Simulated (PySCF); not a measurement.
Start geometry of HgMe2 (`[CH3][Hg][CH3]`) from GFN2-xTB (Å):
```
atom  x, y, z in Å
Hg1    0.067   -0.067    0.013
C2    -0.021   -0.030    2.341
H3    -0.500    0.896    2.715
H4     1.112   -0.101    2.724
H5    -0.597   -0.879    2.686
C6    -0.008    0.032   -2.355
H7    -0.989    0.013   -2.729
H8     0.559   -0.851   -2.747
H9     0.510    0.918   -2.673
```

**Question.** What comes out of this run: PBE0-D3(BJ)/def2-SVP geometry optimisation, gas phase, def2 core potentials past Kr in PySCF?

**Answer.** 
```
atom  x, y, z in Å
Hg1    0.0140   -0.0099   -0.0031
C2     0.0051   -0.0325    2.1006
H3    -0.4565    0.8852    2.4971
H4     1.0308   -0.0988    2.4961
H5    -0.5651   -0.8946    2.4798
C6     0.0245    0.0161   -2.1063
H7    -1.0025    0.0001   -2.5028
H8     0.5604   -0.8589   -2.5057
H9     0.5222    0.9238   -2.4814
```

The energy falls by 19.0 kcal/mol over 6 energy and gradient evaluations, the largest force component goes from 0.0508 to 2.6e-04 Eh/bohr, and the atoms move by 0.217 Å rms after alignment. The bond that changes most is Hg1–C6 (ends: mercury bonded to 2 C; carbon bonded to Hg and 3 H), which shortens by 0.267 Å. Bonds longer at the end by more than 0.005 Å: 3 of 8; shorter: 5. Among the angles that change most is C2–Hg1–C6, from 174.9° to 179.9°. Rotational constants go from 73665, 2807, 2800 to 78847, 3437, 3437 MHz. The orientation of the end geometry is arbitrary; only internal coordinates are fixed.

The run used 90 basis functions and 44 SCF cycles in all.

PBE0-D3(BJ)/def2-SVP frequencies: not computed here.
